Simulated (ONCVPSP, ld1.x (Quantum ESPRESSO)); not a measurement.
## Potentials for vanadium compared

Generated with ld1.x 7.5 (TM, RRKJ, ultrasoft, PAW), atompaw 4.2 or ONCVPSP 4.0.1. The cutoff is in Ry: for ld1.x and atompaw files where the sum of valence levels is converged to 10 mRy in a Bessel basis, for ONCV files where the hardest occupied wave has 1 mHa per electron of residual kinetic energy. The error is the largest all-electron minus pseudo excitation energy over each file’s own four to seven test configurations (ionisations up to +4, promotions, holes and added fractions of an electron), all of which were solved. The labels leave out finer settings (local radius, basis sizes, second energies), which also bear on the numbers. Spin-polarised tests are not counted. The rows are a selection from randomly drawn settings: files with unsolved tests, undetermined cutoffs or missed reference levels are left out.

```csv
potential,cutoff (Ry),largest error (meV),bound ghosts
"ONCV, PBE, scalar-relativistic, rc 1.65/1.05/1.85 (spd), local smoothed, core correction yes, reference 3s2 3p6 3d3 4s0.5, qcut 7.8/8.4/8.5, projectors 2/2/2",53,+2.6,none
"ONCV, LDA (Perdew-Zunger), scalar-relativistic, rc 1.85/1.55/1.50 (spd), local smoothed, core correction yes, reference 3s2 3p6 3d3.5 4s1.5, qcut 5.7/7.2/9.6, projectors 2/1/2",74,+3.8,none
"ONCV, PBE, scalar-relativistic, rc 1.70/1.10/2.05 (spd), local smoothed, core correction yes, reference 3s2 3p6 3d3 4s1, qcut 7.1/6.1/13.4, projectors 2/1/2",75,+56,none
"PAW, PBEsol, non-relativistic, rc 1.85/1.50/1.65 (spd), local smoothed, core correction yes, reference 3s2 3p6 3d3 4s0.5 4p0",40,+15,none
"ONCV, PBE, non-relativistic, rc 1.30/1.25/2.20 (spd), local smoothed, core correction no, reference 3s2 3p6 3d3 4s1.5, qcut 8.6/8.7/6.5, projectors 2/2/2",57,-2.5,none
```

Problem. Fill in the row for V: ONCV, PBE, scalar-relativistic, rc 1.85/1.50/2.25 (spd), local smoothed, core correction no, reference 3s2 3p6 3d3 4s2, qcut 7.6/8.2/7.5, projectors 3/2/1.

Solution. cutoff 46 Ry, largest error -253 meV, bound ghosts: none.
